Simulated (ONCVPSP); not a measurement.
## Pseudopotential generation for fluorine: ONCV, LDA (Perdew-Wang 92), scalar-relativistic.

- Element: fluorine
- Generator: ONCVPSP 4.0.1
- Type: optimised norm-conserving Vanderbilt (ONCV)
- Functional: LDA (Perdew-Wang 92)
- Relativity: scalar-relativistic
- Frozen core: [He]
- Valence charge: 7
- Reference configuration: 2s2 2p5
- Partial waves: 2s: rc 0.70 bohr, ncon 3, nbas 7, qcut 9.4 1/bohr, 2 projectors, debl 1.7 Ha; 2p: rc 0.85 bohr, ncon 4, nbas 7, qcut 7.7 1/bohr, 2 projectors, debl 2 Ha; d scattering state at 0.02 Ha: rc 0.80 bohr, ncon 4, nbas 8, qcut 14 1/bohr, 2 projectors, debl 1.5 Ha
- Local potential: polynomial inside 0.65 bohr (lpopt 5, dvloc0 0 Ha)
- Core correction: none

All-electron outer shells of the reference configuration (LDA (PZ), scalar-relativistic, ld1.x):

```
shell  level (eV)  outermost node (bohr)  outermost maximum (bohr)
   1s     -658.96                      –                      0.12
   2s      -29.65                   0.24                      0.77
   2p      -11.29                      –                      0.71
```

Results:

| Item | Value |
| --- | --- |
| Cutoffs needed | 189 Ha and 265 Ha (the cutoffs (Ha) at which the residual kinetic energy of the hardest occupied pseudo-wave falls to 1 and 0.1 mHa per electron) |
| Ghost test | ghosts flagged at negative energy: d at -208.5 eV; GHOST(+) flags only above 600 eV; a true bound ghost makes a file unfit for plane-wave use |
| Largest excitation error | +280 meV (all-electron minus pseudo) for 2s2 2p2, out of 4 test configurations |

Generation and tests took about 2.9 s on one core of a shared server CPU.
